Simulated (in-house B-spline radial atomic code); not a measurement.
The numbers below are computed, except where a source is named.
# Building a PAW p channel for Sr, r_c = 1.43 bohr

Sr, [Kr] 5s2, non-relativistic LDA (VWN5), spherical and spin-unpolarised, from a B-spline radial code for spherical atoms (atomic units; all potentials screened as in the neutral atom).

Two all-electron partial waves φ1, φ2 are integrated outwards at E1 = ε(4p) = -0.84449 and E2 = E1 + 1 hartree; φ1 is the bound orbital and φ2 has unit norm inside r_c = 1.4274 bohr. Smooth partners are polynomials, r^2(a0 + a1 r² + a2 r⁴ + a3 r⁶), matched to φ and three derivatives at r_c, with no condition on the norm. The local potential is -14.4165 + (15.9172) r² + (-7.7112) r⁴ + (1.40497) r⁶ inside 1.1687 bohr and the all-electron one outside.

| wave | φ(r_c) | φ'(r_c) | a0 | a1 | a2 | a3 |
| --- | --- | --- | --- | --- | --- | --- |
| 1 | 0.881669 | -0.1808289 | 1.296899 | -0.633648 | 0.1169838 | -0.006947792 |
| 2 | 0.9953294 | -1.702024 | 2.560904 | -1.615489 | 0.3494241 | -0.0273629 |

Inside r_c the overlaps are <φi φj> = [[0.44307, 0.66032], [0.66032, 1.00000]] and, for the smooth waves, [[0.48306, 0.73846], [0.73846, 1.15047]]. With χj = (Ej − T − V_local) applied to smooth wave j, the program's quadrature gives the matrix B_ij = <smooth i, χj> as [[0.82120, 1.51138], [1.43324, 2.64935]].

Check the match of the first wave, and find the augmentation charges q_ij.

At r_c the four terms are 2.64239, -2.63045, 0.98946, -0.11973, which sum to 0.8817, φ1(r_c) to rounding. q_ij is the all-electron overlap less the smooth one: [[-0.03999, -0.07815], [-0.07815, -0.15047]]. The smooth first wave has a norm of 0.4831 inside r_c against 0.4431, so q11 is negative and must stay small enough for the overlap operator to be positive.

B isn't symmetric. Show that D_ij = B_ij + Ej q_ij is.

Integrating by parts gives B12 − B21 = (E1 − E2) q12: 1.51138 − (1.43324) = 0.07814, and −1 × (-0.07815) = 0.07815. So D12 = 1.51138 + (0.155510)(-0.07815) = 1.49923 and D21 = 1.43324 + (-0.84449)(-0.07815) = 1.49923; D11 = 0.85497, D22 = 2.62595. The projectors, p = (B⁻¹)ᵀ χ, are dual to the smooth waves; det B = 0.0095, small beside B11 B22, as the two smooth waves look alike inside r_c.

Solving (T + V_local + Σ p D p) ψ = E (1 + Σ p q p) ψ in a sphere of 9 bohr gives these levels:

```tsv
all-electron	one projector	two projectors
-0.844490	-0.844490	-0.844490
-0.032068	-0.032780	-0.032068
0.238863	0.236684	0.238863
0.668961	0.662096	0.668953
1.251730	1.232530	1.251630
```

What does the second projector gain?

With one projector the errors are 0.00, -0.71, -2.18, -6.87, -19.20 millihartree. With two the errors are 0.00, 0.00, 0.00, -0.01, -0.10 millihartree. The scattering is exact at E1 and at E2 = 0.156, and over all levels compared the largest error is 0.1 millihartree. The lowest eigenvalue of the overlap operator is 0.8035 with one and 0.4599 with two projectors. The smooth orbital alone needs a cutoff of 9.33 hartree for 1 millihartree of kinetic energy, against 20 for a norm-conserving Troullier-Martins orbital of the same radius; part of the gain comes from giving up the norm, part from the simpler form.
